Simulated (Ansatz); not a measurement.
The cluster Si₂B₂. Total charge 0; singlet. Geometry B3LYP-D4/def2-TZVP, basis def2-TZVP, Ansatz.

```csv
atom,x (Å),y (Å),z (Å)
B1,-0.525,-0.394,0.369
B2,0.528,0.390,-0.368
Si3,1.839,1.366,-1.291
Si4,-1.841,-1.362,1.291
```

```csv
run,HOMO (eV),LUMO (eV)
A,-5.72,-4.59
B,-7.90,-2.26
C,-6.08,-4.41
D,-5.87,-4.63
E,-6.28,-4.03
```

Another isomer (singlet) lies 1.52 eV lower at PBE0-D4/def2-TZVP; other spin states weren't run for this one.

**Question.** The runs used PBE, PBE0, r2SCAN, r2SCANh, ωB97X-V. Estimate which is which.

**Answer.** A PBE (0 % exact exchange); B ωB97X-V (range-separated); C r2SCANh (10 % exact exchange); D r2SCAN (0 % exact exchange); E PBE0 (25 % exact exchange). Exact exchange lowers occupied and raises empty levels; among semilocal functionals meta-GGAs tend to open the gap a little, and such runs are hard to tell apart. The gap grows from 1.13 eV (PBE) to 5.64 eV (ωB97X-V).
